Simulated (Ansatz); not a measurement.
The inner images of a band of H$_{5}$NO$_{2}$SiTe (10 atoms, charge 0, multiplicity 1) are given out of order.

These are results of Ansatz 0.2.0, RKS PBE0-D4/def2-SVP, not measurements.

First end point:

```xyz
10
Properties=species:S:1:pos:R:3
N -1.248 -0.283 -0.812
Si 0.022 -0.021 0.302
O 0.876 -1.438 0.232
O -0.584 0.369 1.795
Te 1.542 1.945 -0.020
H -1.876 0.472 -1.061
H -1.089 -0.912 -1.590
H 1.763 -1.390 0.603
H -1.351 -0.153 2.056
H 2.028 1.359 -1.502
```

Last end point:

```xyz
10
Properties=species:S:1:pos:R:3
N -1.340 -0.171 -0.989
Si -0.158 -0.110 0.224
O 0.689 -1.525 0.084
O -0.973 0.147 1.640
Te 1.556 1.762 0.199
H -2.084 0.512 -1.039
H -1.135 -0.599 -1.883
H 1.591 -1.492 0.417
H -0.443 0.373 2.410
H 2.381 1.052 -1.061
```

Put them in order from the first end to the last, with their energies above the first end.
A.
```xyz
10
Properties=species:S:1:pos:R:3
N -1.224 -0.052 -1.106
Si -0.176 -0.111 0.227
O 0.596 -1.573 0.147
O -1.123 0.144 1.558
Te 1.642 1.651 0.399
H -1.917 0.682 -1.187
H -0.914 -0.394 -2.007
H 1.487 -1.575 0.511
H -0.690 0.128 2.416
H 2.402 1.047 -0.954
```
B.
```xyz
10
Properties=species:S:1:pos:R:3
N -1.243 -0.205 -0.961
Si -0.076 -0.023 0.270
O 0.696 -1.485 0.365
O -0.816 0.446 1.677
Te 1.653 1.787 0.043
H -1.961 0.505 -1.060
H -0.965 -0.576 -1.863
H 1.615 -1.425 0.648
H -0.992 -0.262 2.305
H 2.172 1.186 -1.422
```
C.
```xyz
10
Properties=species:S:1:pos:R:3
N -1.219 -0.109 -1.085
Si -0.158 -0.089 0.242
O 0.615 -1.553 0.280
O -1.091 0.246 1.564
Te 1.650 1.688 0.276
H -1.946 0.594 -1.154
H -0.880 -0.394 -1.996
H 1.530 -1.510 0.576
H -0.745 -0.010 2.423
H 2.328 1.087 -1.123
```
D.
```xyz
10
Properties=species:S:1:pos:R:3
N -1.253 -0.243 -0.875
Si -0.023 -0.013 0.287
O 0.789 -1.457 0.297
O -0.664 0.433 1.749
Te 1.608 1.870 -0.018
H -1.937 0.489 -1.031
H -1.032 -0.732 -1.736
H 1.690 -1.399 0.631
H -1.189 -0.247 2.185
H 2.094 1.249 -1.486
```
E.
```xyz
10
Properties=species:S:1:pos:R:3
N -1.226 -0.158 -1.043
Si -0.130 -0.055 0.256
O 0.639 -1.518 0.371
O -0.999 0.355 1.603
Te 1.656 1.729 0.142
H -1.964 0.534 -1.110
H -0.902 -0.449 -1.957
H 1.562 -1.459 0.637
H -0.812 -0.155 2.395
H 2.257 1.125 -1.290
```

D (+0.018 eV), B (+0.057 eV), E (+0.086 eV), C (+0.083 eV), A (+0.069 eV).

Run time: 2.5 min on 2 threads of Intel(R) Xeon(R) Platinum 8375C CPU @ 2.90GHz (Ice Lake) (shared host), peak memory 0.31 GiB.
